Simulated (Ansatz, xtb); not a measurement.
# Relative energy of two isomers of C2H5BrGeSi

Structure a: `C#C[Si@@H]([GeH3])Br`, a singlet. Structure b: `C#C[SiH2][GeH2][Br]`, a singlet. Both are isolated molecules in the gas phase, relaxed with PBE0-D3(BJ)/def2-SVP; the shapes shown needn't be the lowest conformers.

a (Å):

```xyz
10

C     1.6978   -0.0312    3.4924
C     1.5963    0.3264    2.3332
Br    1.4222    3.0597    0.4593
Ge   -0.7345    0.0845   -0.2109
Si    1.3779    0.8274    0.5901
H     1.7944   -0.3437    4.5175
H     2.5207    0.3109   -0.2128
H    -0.9188    0.5367   -1.6695
H    -0.8179   -1.4511   -0.1394
H    -1.8408    0.6989    0.6613
```

b (Å):

```yaml
atoms:
  - { symbol: C, position_ang: [-0.5016, 0.8293, -1.4445] }
  - { symbol: C, position_ang: [0.1852, 0.2810, -0.6030] }
  - { symbol: Br, position_ang: [1.3531, 2.8863, 2.3429] }
  - { symbol: Ge, position_ang: [0.7266, 0.6843, 2.7405] }
  - { symbol: Si, position_ang: [1.1944, -0.4837, 0.7154] }
  - { symbol: H, position_ang: [-1.1055, 1.3135, -2.1918] }
  - { symbol: H, position_ang: [2.6465, -0.3514, 0.4050] }
  - { symbol: H, position_ang: [0.8401, -1.9277, 0.8586] }
  - { symbol: H, position_ang: [1.5534, 0.2024, 3.9466] }
  - { symbol: H, position_ang: [-0.7682, 0.7070, 3.1024] }
```

Quicker runs give these differences E(b) − E(a): GFN2-xTB −0.399 eV; HF/STO-3G +0.167 eV (at GFN2-xTB geometries); r2SCAN-D4/def2-SVP +0.102 eV (at GFN2-xTB geometries).

Which of the two would you expect CCSD(T)/def2-SVP + ΔMP2/def2-TZVPP electronic energies to favour?

Structure a; the calculation gives E(b) − E(a) = +0.113 eV.

Level by level:

| level | geometry | E(b) − E(a) (eV) | departure from the last row (eV) | job, with rough time for the two |
| --- | --- | --- | --- | --- |
| GFN2-xTB | GFN2-xTB | −0.399 | −0.512 | optimisation, 0.17 s |
| HF/STO-3G | GFN2-xTB | +0.167 | +0.054 | single point, 0.92 s |
| r2SCAN-D4/def2-SVP | GFN2-xTB | +0.102 | −0.011 | single point, 6.3 s |
| PBE0-D3(BJ)/def2-SVP | PBE0-D3(BJ)/def2-SVP | +0.107 | −0.006 | optimisation, 64 s |
| HF/def2-SVP | PBE0-D3(BJ)/def2-SVP | +0.027 | −0.086 | part of the CCSD(T) run |
| MP2/def2-SVP | PBE0-D3(BJ)/def2-SVP | +0.112 | −0.001 | part of the CCSD(T) run |
| CCSD(T)/def2-SVP | PBE0-D3(BJ)/def2-SVP | +0.089 | −0.024 | single point |
| CCSD(T)/def2-SVP + ΔMP2/def2-TZVPP | PBE0-D3(BJ)/def2-SVP | +0.113 |  | single point, 1.8 min |

As drawn, b has 1 Br–Ge, 1 Si–H in place of 1 Br–Si, 1 Ge–H.

GFN2-xTB puts the two in the other order. The largest departure from CCSD(T)/def2-SVP + ΔMP2/def2-TZVPP is that of GFN2-xTB, 0.512 eV. The last row adds to CCSD(T) the change of the MP2 difference between the two basis sets, here +0.024 eV.

With thermal terms from frequencies at re-optimised GFN2-xTB minima (ideal gas, soft modes damped towards free rotors, one conformer each, 298.15 K, 1 atm): on the last row, ΔE + ΔZPE = +0.089, ΔH = +0.086, ΔG = +0.091 eV.

The correlated steps freeze 25 core orbitals; the filled d shell of Br and Ge is correlated, in a basis made for valence electrons. Mirror images aren't counted in ΔG. Codes used: Ansatz 0.2.0, xtb 6.7.1; the last row on 2 threads of Arm Neoverse V2 on a shared host.
